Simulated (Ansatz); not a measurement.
`C=CC(F)F` and `F[CH](F)[GeH2][SiH3]` differ in one atom or group.

Ansatz, PBE0-D4/def2-TZVP geometries, multiplicity 1. Each molecule was computed in one conformer, which needn't be the lowest.

Scalar relativity is left out up to krypton.

| property | `C=CC(F)F` |
| --- | --- |
| LUMO energy (PBE/def2-TZVPP) / eV | -1.54 |
| size of the dipole moment (ωB97M-V/def2-TZVPP) / D | 2.11 |
| HOMO energy (ωB97M-V/def2-TZVPP) / eV | -10.69 |
| HOMO energy (B3LYP/def2-TZVPP) / eV | -8.17 |
| size of the dipole moment (B3LYP/def2-TZVPP) / D | 2.12 |
| HOMO energy (PBE/def2-TZVPP) / eV | -7.22 |

(1) What does the change do to each property? (Estimate.)

## Answers

(1) The calculation gave: 
```csv
property,`F[CH](F)[GeH2][SiH3]`,shift
LUMO energy (PBE/def2-TZVPP) / eV,-0.81,0.73
size of the dipole moment (ωB97M-V/def2-TZVPP) / D,1.65,-0.46
HOMO energy (ωB97M-V/def2-TZVPP) / eV,-10.33,0.36
HOMO energy (B3LYP/def2-TZVPP) / eV,-8.02,0.15
size of the dipole moment (B3LYP/def2-TZVPP) / D,1.62,-0.50
HOMO energy (PBE/def2-TZVPP) / eV,-6.87,0.35
```

With PBE0 the HOMO rises by 0.19 eV and the LUMO rises by 0.51 eV, so the gap widens by about 0.32 eV. PBE moves the HOMO by 0.35 eV and ωB97M-V by 0.36 eV. Dipoles are sizes alone; their direction can turn.

B3LYP here is the variant with VWN-RPA as its local correlation; programs differ in this.
